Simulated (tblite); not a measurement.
Species: CH8GeN2.
Numbering: `[NH2:1][CH2:2][GeH2:3][NH2:4]` (hydrogens: H5, H6 on N1; H7, H8 on C2; H9, H10 on Ge3; H11, H12 on N4)

Cartesian coordinates in Å at the GFN2-xTB level; atoms count from 1:
```
atom  x, y, z in Å
N1    -1.3678   -0.7143    0.8542
C2    -1.1027    0.4969    0.0869
Ge3    0.5311    0.1994   -0.9984
N4     1.8968   -0.0661    0.1794
H5    -2.2608   -0.6471    1.3337
H6    -0.6530   -0.8198    1.5673
H7    -0.9950    1.3954    0.7122
H8    -1.9505    0.6691   -0.5783
H9     0.3327   -0.9536   -1.9579
H10    0.9514    1.4072   -1.7937
H11    1.7952   -0.8659    0.7894
H12    2.8240   -0.1019   -0.2206
```

Method: GFN2-xTB as coded in tblite; computed harmonic values from a numerical Hessian at the method's own geometry, unscaled. The method is semi-empirical: single wavenumbers can be off by several per cent or more. Modes of hydrogen on germanium can be 10 to 20 % off. One conformer, not necessarily the lowest.

Harmonic wavenumbers (cm⁻¹): 44.0, 160.3, 190.7, 215.4, 300.3, 436.9, 531.9, 553.9, 624.4, 648.5, 676.0, 776.6, 802.1, 827.3, 964.5, 1068.9, 1084.9, 1239.2, 1308.4, 1463.2, 1502.5, 1568.3, 1883.5, 1970.1, 2830.2, 2965.4, 3363.8, 3394.4, 3418.5, 3442.8.

A = 7813, B = 3136, C = 2490 MHz; mass 121.990 u (most abundant isotopes); point group C1, symmetry number 1.

Problem. What is the zero-point energy?

Solution. Half the sum of the wavenumbers: 20128 cm⁻¹ = 240.79 kJ/mol.

Problem. Give the ideal-gas entropy at 298.15 K and 1 bar in the rigid-rotor, harmonic-oscillator model (classical rotation).

Solution. Translation 168.77, rotation 109.07, vibration 72.33: S = 350.2 J/(mol K).

Problem. And Cp and H(298.15 K) − H(0)?

Solution. Cp = 113.76 J/(mol K), of which vibrations give 80.50 (their classical limit is 30 R = 249.4); H(298.15 K) − H(0) = 21.59 kJ/mol without the zero-point energy, 11.67 from vibrations.

Problem. What must be added to the electronic energy to get the Gibbs energy at 298.15 K and 1 bar?

Solution. ZPE + [H(298.15 K) − H(0)] − T·S = 240.79 + 21.59 − 104.40 = 157.98 kJ/mol.

Problem. Blend soft modes into free rotors: weight 1/[1 + (100 cm⁻¹/ν̃)⁴] for the oscillator and the rest for a rotor with moment μB/(μ + B), μ = h/(8π²ν), B = 10⁻⁴⁴ kg m². What vibrational entropy results?

Solution. 66.65 J/(mol K) in place of 72.33, which changes −T·S at 298.15 K by +1.69 kJ/mol.

Hindered rotation and anharmonicity are outside this model. Other conformers, if any are populated, would add a mixing term that is left out. The structure is chiral; the term R ln 2 for an equal mix with its mirror image is left out.
